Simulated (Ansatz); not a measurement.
The cluster Cs5⁺. Total charge 1; singlet. Geometry r2SCAN/def2-TZVP, basis def2-TZVP, Ansatz.

```xyz
5

Cs    1.926   -3.741   -4.311
Cs   -1.180    1.553    3.890
Cs   -2.004    5.595    0.947
Cs    1.147   -4.135    0.702
Cs    0.110    0.727   -1.228
```

| run | HOMO (eV) | LUMO (eV) |
| --- | --- | --- |
| A | -4.45 | -3.93 |
| B | -4.42 | -3.59 |
| C | -4.69 | -3.52 |
| D | -4.62 | -4.10 |
| E | -4.29 | -3.71 |

In the def2 sets Cs takes a core potential; there is no spin–orbit coupling. Another isomer (triplet) lies 0.03 eV lower at r2SCAN/def2-TZVP; other spin states weren't run for this one.

The runs used LDA (SPW92), PBE, PBE0, r2SCAN, r2SCANh. Estimate which is which.

A PBE (0 % exact exchange); B r2SCANh (10 % exact exchange); C PBE0 (25 % exact exchange); D LDA (SPW92) (0 % exact exchange); E r2SCAN (0 % exact exchange). Exact exchange lowers occupied and raises empty levels; among semilocal functionals meta-GGAs tend to open the gap a little, and such runs are hard to tell apart. The gap grows from 0.52 eV (PBE) to 1.17 eV (PBE0). The restricted singlet is unstable towards broken spin symmetry in Hartree–Fock (as tested in another run); at PBE/def2-TZVP, r2SCANh/def2-TZVP, PBE0/def2-TZVP, LDA (SPW92)/def2-TZVP and others this wasn't settled.
